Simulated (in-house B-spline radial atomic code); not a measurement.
## Ca²⁺: [Ne] 3s2 3p5 4f1 (an excited or competing configuration)

Computed with an all-electron radial atomic-structure program (B-spline basis): Dirac-Hartree-Fock, average of configuration, Fermi nucleus of rms radius 3.4776 fm.

Effective charges: Z_r = [3n² - l(l+1)]/(2<r>) from the radius, Z_e = n√(-2ε) from the energy, and Slater's rules. Values are occupation-weighted means over j.

```
shell  electrons   ε (eV)  <r> (bohr)    Z_r    Z_e  Slater
   1s          2  -4117.1     0.07676  19.54  17.40   19.70
   2s          2  -491.66      0.3606  16.64  12.02   15.85
   2p          6  -401.14      0.3261  15.33  10.86   15.85
   3s          2  -86.959       1.126  11.99   7.58    9.10
   3p          5  -62.838       1.212  10.32   6.45    9.10
   4f          1  -7.6976       5.921   3.04   3.01    3.00
```

The least bound orbital is 4f5/2 at -7.698 eV, and it is also the most diffuse (<r> = 5.921 bohr).

Spin-orbit splittings of the orbital energies (j = l + 1/2 above j = l - 1/2 when positive): 2p 3.792 eV, 3p 0.4443 eV, 4f -6.488e-05 eV.

For the 1s electron the small component carries 0.511 % of the norm, the zero-frequency Breit interaction raises the level by 3.601 eV, self-energy by 1.668 eV, and vacuum polarisation lowers it by 0.1233 eV.
